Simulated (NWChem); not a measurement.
Molecule: BHOBr$_{2}$; SMILES B(Br)(O)Br

```xyz
5

B      0.6483     0.0143     0.0000
Br    -0.3096    -1.6571     0.0000
Br    -0.3049     1.6679     0.0000
O      1.9839     0.0471     0.0000
H      2.3929    -0.8269     0.0000
```
Atoms are numbered in this order, from 1.

Geometry: optimised at PBE0/def2-SVP.

Symmetry labels are those of Cs in the frame above (b1 and b2, or b-type labels, depend on it).

List the 4 lowest vertical singlet excitations from B3LYP/aug-cc-pVDZ, TDA (NWChem).


```tsv
state	energy (eV)	oscillator strength	symmetry	leading excitation (squared amplitude)
S1	5.87	0.000	a"	HOMO → LUMO (1.00)
S2	6.56	0.024	a'	HOMO → LUMO+1 (0.97)
S3	6.65	0.000	a"	HOMO−2 → LUMO (1.00)
S4	6.69	0.108	a'	HOMO−1 → LUMO (0.84)
```
